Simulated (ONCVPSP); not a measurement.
nickel: excitation energies, all-electron against ONCV

```json
{
  "Element": "Ni (Z = 28)",
  "Generator": "ONCVPSP 4.0.1",
  "Type": "optimised norm-conserving Vanderbilt (ONCV)",
  "Functional": "LDA (Perdew-Zunger)",
  "Relativity": "scalar-relativistic",
  "Frozen core": "[Ne]",
  "Valence charge": "18",
  "Reference configuration": "3s2 3p6 3d9 4s1",
  "Partial waves": "3s+4s: rc 1.10 bohr, ncon 4, nbas 7, qcut 9.9 1/bohr, 2 projectors; 3p: rc 1.00 bohr, ncon 5, nbas 9, qcut 10.8 1/bohr, 2 projectors, debl 0.9 Ha; 3d: rc 1.05 bohr, ncon 3, nbas 7, qcut 13 1/bohr, 2 projectors, debl 0.3 Ha",
  "Local potential": "polynomial inside 1.00 bohr (lpopt 5, dvloc0 0 Ha)",
  "Core correction": "Teter function, fcfact 5.75, rcfact 1.55"
}
```

In the p channel the program set the typed energies aside and used -2.439, 0.250 Ha.

Energies are relative to the spin-unpolarised reference configuration 3s2 3p6 3d9 4s1; without spin polarisation the order of configurations can differ from experiment. Not all tests gave a result: 1 of 4 tests not solved or not reliable.

| valence configuration | charge | ΔE all-electron (eV) | error AE − PS (meV) |
| --- | --- | --- | --- |
| 3s2 3p6 3d8 4s2 | 0 | 1.631 | +2.1 |
| 3s2 3p6 3d8 4s1 | +1 | 11.231 | -10.0 |
| 3s2 3p6 3d8 4s0 | +2 | 28.891 | -14 |

Levels in the configuration 3s2 3p6 3d8 4s1:

```
level  all-electron (eV)  pseudo (eV)
   3s           -119.688     -119.699
   3p            -80.457      -80.471
   3d            -18.261      -18.260
   4s            -13.512      -13.516
```
